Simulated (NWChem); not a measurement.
Species: InH, singlet; SMILES [InH]

```xyz
2

In     0.0000     0.0000    -0.0141
H      0.0000     0.0000    -1.8774
```
Atoms are numbered in this order, from 1.

Low-valent species are run as closed-shell singlets; no triplet was tried in these runs. Coordinates come from a PBE0/def2-SVP optimisation. def2 effective core potentials on In; no spin-orbit coupling.

Problem. List the 4 lowest vertical singlet excitations from PBE/def2-SVP with def2 effective core potentials on In, full TDDFT (NWChem).

Solution. 
| state | energy (eV) | oscillator strength | leading excitation (squared amplitude) |
|---|---|---|---|
| S1 | 2.64 | 0.022 | HOMO → LUMO (0.85) |
| S2 | 2.64 | 0.022 | HOMO → LUMO+1 (0.85) |
| S3 | 7.17 | 0.631 | HOMO → LUMO+2 (0.89) |
| S4 | 7.57 | 0.402 | HOMO−1 → LUMO (0.89) |
